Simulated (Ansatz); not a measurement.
Job for Ansatz (a program for electronic structure): R-PBE0/def2-TZVPPD on CH9NSi (a complex), monomers drawn apart or pushed together. Files ending in .json are basis or fitting sets from the Basis Set Exchange.

Ansatz 0.2 input:
```yaml
crystal:
  periodic: [false, false, false]
  atoms:
    - {symbol: N, position_ang: [0.41452016, -0.62546238, -0.36335327]}
    - {symbol: H, position_ang: [1.29003088, -0.52808686, 0.13769779]}
    - {symbol: H, position_ang: [-0.09299095, 0.24524254, -0.25634220]}
    - {symbol: H, position_ang: [-0.12212494, -1.34702964, 0.10398364]}
    - {symbol: C, position_ang: [-0.85830561, 1.23561003, 7.79111060]}
    - {symbol: Si, position_ang: [-0.57670699, 0.82387001, 5.98325556]}
    - {symbol: H, position_ang: [-1.43043399, 0.44829746, 8.28541251]}
    - {symbol: H, position_ang: [-1.41135571, 2.17091490, 7.89574730]}
    - {symbol: H, position_ang: [0.09127465, 1.34440014, 8.31835647]}
    - {symbol: H, position_ang: [0.17494103, -0.44759279, 5.84846090]}
    - {symbol: H, position_ang: [0.20050553, 1.89820638, 5.31883546]}
    - {symbol: H, position_ang: [-1.87110845, 0.67827743, 5.27400109]}
basis:
  gaussian:
    orbitals: def2-TZVPPD.json
hamiltonian:
  xc: {name: PBE0}
scf: {lower_state_search: off}
```

### Question
Predict the final total energy.

### Answer
-387.5691 hartree.

### Question
How many basis functions does it have, and what does it roughly cost on one machine?

### Answer
275 functions; roughly 6 core-seconds.
